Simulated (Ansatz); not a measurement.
Reaction (formal hydrolysis of the Si–C bond): `C[SiH2][GeH3]` + H₂O → `O[SiH2][GeH3]` + CH₄

Calculated with Ansatz (gas phase, PBE0-D4/def2-TZVP geometries, no zero-point term in ΔE). CBS: MP2 limit from def2 TZ/QZ plus the TZ coupled-cluster correction, frozen cores. This one scheme is used for every species. DFT in def2-TZVPP. HSE06 is defined as in plane-wave codes. For Ge outer-core shells are correlated without core-valence functions, which leaves a few kJ/mol of doubt a bond. Scalar relativity is left out up to krypton. Each species was taken in one conformer, which may not be the lowest.

```json
{"level": "r2SCAN-D4", "ΔE (kcal/mol)": "-20.9"}
{"level": "B97M-V", "ΔE (kcal/mol)": "-22.0"}
{"level": "ωB97M-V", "ΔE (kcal/mol)": "-20.7"}
{"level": "r2SCANh", "ΔE (kcal/mol)": "-21.0"}
{"level": "HSE06", "ΔE (kcal/mol)": "-19.4"}
{"level": "HF/def2-SVP", "ΔE (kcal/mol)": "-22.6"}
{"level": "HF/def2-TZVPP", "ΔE (kcal/mol)": "-24.8"}
{"level": "CCSD/CBS(def2)", "ΔE (kcal/mol)": "-20.4"}
```

Q: What does CCSD(T)/CBS give? (Estimate.)

A: The calculation gave: -19.9 kcal/mol. The listed levels differ from it by -1.0, -2.1, -0.8, -1.1, 0.5, -2.7, -4.9, -0.5 kcal/mol.

Q: What do rigid-rotor, harmonic-oscillator terms from PBE0-D4/def2-TZVP frequencies (298.15 K, 1 bar) make of the CCSD(T)/CBS value? (Estimate.)

A: Ansatz gave: ΔZPE = +0.4 kcal/mol, ΔH = -19.8 kcal/mol, ΔS = -9 J/(mol·K), ΔG = -19.1 kcal/mol.

Largest T1 diagnostic among the species: 0.012.

From BLYP to BHLYP (50 % exact exchange), in def2-TZVPP and without D4, ΔE moves by −0.9 kcal/mol. The D4 term adds +0.9 kcal/mol with B3LYP and +0.5 kcal/mol with PBE0; it sums over pairs of atoms, weighted by their polarisabilities, and B3LYP, whose exchange is more repulsive, gets the larger term. Leaving LDA and LC-ωPBE aside and taking each functional with its dispersion term where it has one, the values, not all of them listed here, spread over 4.4 kcal/mol, from BHLYP-D4 to revPBE-D4.

B3LYP here is the variant with VWN-RPA as its local correlation; programs differ in this.
